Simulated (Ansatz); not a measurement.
Geometry optimisation, UKS CAM-B3LYP/def2-SVP in Ansatz.

The input (input.yaml):

```yaml
crystal:
  periodic: [false, false, false]
  atoms:
    - { symbol: Ge, position_ang: [0.001451, -0.00141, -0.049271] }
    - { symbol: Cl, position_ang: [-0.215215, 0.12801, 2.13913] }
    - { symbol: H, position_ang: [1.499572, -0.019651, -0.362666] }
    - { symbol: H, position_ang: [-0.684032, 1.234732, -0.633003] }
    - { symbol: H, position_ang: [-0.683296, -1.295024, -0.495149] }
    - { symbol: "N", position_ang: [-0.327271, 0.215449, 5.070109] }
    - { symbol: H, position_ang: [-0.230852, -0.802194, 4.908005] }
    - { symbol: H, position_ang: [0.641244, 0.540087, 4.904244] }
magnetization:
  spin_polarized: true
  initial_magnetization: 1
basis:
  gaussian: { orbitals: def2-SVP }
hamiltonian:
  xc: cam_b3lyp
relax:
  f_tol: 0.03
  max_steps: 50
```

Launched with:

```bash
$ ansatz run input.yaml --threads 4 --pin off --max-ram 5120MiB --backend cpu --events-out ev --progress --plain --runs-dir out
```

Q: Where does it end, and by what steps?

A: The run converged. The force dipped under the threshold on the way, but the program's further checks kept it going. After 27 steps the energy has fallen by 0.076 eV; Cl2 moved furthest, 1.13 Å.

```csv
step,energy less start (eV),largest force component (eV/Å),accepted
0,0.0000,0.634,yes
1,-0.0114,0.800,yes
2,0.0041,1.344,no
3,-0.0287,0.282,yes
4,-0.0386,0.081,yes
5,-0.0447,0.065,yes
6,-0.0454,0.124,yes
7,-0.0484,0.007,yes
8,0.0309,2.168,no
9,-0.0486,0.023,yes
10,-0.0494,0.188,yes
11,-0.0502,0.151,yes
12,-0.0512,0.197,yes
13,-0.0523,0.242,yes
14,-0.0543,0.199,yes
15,-0.0559,0.215,yes
16,-0.0584,0.161,yes
17,-0.0596,0.189,yes
18,-0.0618,0.025,yes
19,-0.0574,0.425,no
20,-0.0640,0.100,yes
21,-0.0642,0.269,yes
22,-0.0702,0.050,yes
23,-0.0709,0.095,yes
24,-0.0475,1.035,no
25,-0.0749,0.041,yes
26,-0.0708,0.611,no
27,-0.0765,0.029,yes
```

```xyz
8
Properties=species:S:1:pos:R:3
Ge -0.031 0.071 0.080
Cl -1.148 0.685 1.842
H 1.450 0.065 0.461
H -0.334 1.097 -1.013
H -0.525 -1.325 -0.302
N 0.579 -0.142 5.010
H -0.231 -0.729 5.278
H 0.240 0.279 4.127
```

Whether the end is a true minimum wasn't checked by a vibrational analysis.

Run time: 58 s on 4 threads of Arm Neoverse V1, on a shared host, peak memory 0.31 GiB.
